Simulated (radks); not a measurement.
Results of a calculation; reference values are marked as such.
Task: The mean radii <r> (bohr) of the occupied orbitals of an atom or ion are listed with their occupations. Level of theory: non-relativistic Kohn-Sham, PBE, spin-polarised, spherical densities, point nucleus (a radial shooting solver on a logarithmic mesh with Libxc functionals).

| orbital | occ. | <r> |
|---|---|---|
| 1s down | 1 | 0.09140 |
| 1s up | 1 | 0.09140 |
| 2s down | 1 | 0.4438 |
| 2s up | 1 | 0.4438 |
| 2p down | 3 | 0.4040 |
| 2p up | 3 | 0.4040 |
| 3s up | 1 | 1.329 |
| 3s down | 1 | 1.323 |
| 4f up | 2 | 3.666 |

Name the element and its charge. Open shells, if any, are filled with parallel spins first.

Result: Z = 17, chlorine, charge +3: Cl3+ in [Ne] 3s2 4f2. The 1s radius gives Z: for a bare nucleus <r> = 1.5/Z, 0.08824 bohr for Z = 17, and screening makes it slightly larger (0.09140 here). The occupations add up to 14, and the charge is Z minus that.
